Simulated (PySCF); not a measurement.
Two-dimensional NMR puzzle

Compound of formula C$_{5}$H$_{10}$O$_{2}$Si. Correlations simulated from computed shifts and the bond graph:

HSQC (one-bond C–H):
```csv
δH,δC
9.93,203.5
1.86,15.2
1.17,21.4
```

COSY cross peaks (H two or three bonds apart, from the bond graph; peaks can be absent where the dihedral angle is near 90°):
```csv
δH,δH
4.17,1.86
1.86,1.17
```

HMBC (two and three bonds, from the bond graph):
```csv
δH,δC
9.93,250.7
4.17,"250.7, 203.5, 21.4, 15.2"
1.86,"250.7, 21.4"
1.17,"21.4, 15.2"
```

Carbons without hydrogens: δ 250.7.

- geometry: GFN2-xTB
- shielding tensors at PBE0/pcSseg-1 (GIAO)
- code: PySCF 2.14
- a single conformation, non-relativistic, isolated molecule, averaged over atoms made equivalent by symmetry, fast rotation or ring inversion

Referencing at the same level of theory: TMS for ¹H, ¹³C.

Exchangeable hydrogens are left out of these lists.

Problem. Work out the connectivity.

Solution. `CC(C)[SiH2]C(=O)C=O`.

Atoms are numbered as in `[CH3:1][CH:2]([CH3:3])[SiH2:4][C:5](=[O:6])[CH:7]=[O:8]`. Each H is labelled by its parent atom.

- δC 250.7 is C5, a carbonyl carbon.
- δC 203.5 is C7, an aldehyde carbonyl carbon (δH 9.93).
- δC 21.4 is C1/C3, a methyl carbon (δH 1.17).
- δC 15.2 is C2, an sp3 CH bonded to Si (δH 1.86).
- HMBC from δH 9.93 reaches the proton-free carbon C5.
- HMBC from δH 4.17 reaches the proton-free carbon C5.
- HMBC from δH 1.86 reaches the proton-free carbon C5.
- COSY links 4.17–1.86, 1.86–1.17.

The shifts were computed for this structure.

Shifts are as computed. Against solution values, carbons near 30 ppm lie about +3 ppm off and those near 130 ppm about +5 ppm. Of 1211 compounds with measured shifts, 218 miss one by over three times the rms of a fit or turn the order of signals round; such compounds aren't used in these exercises.
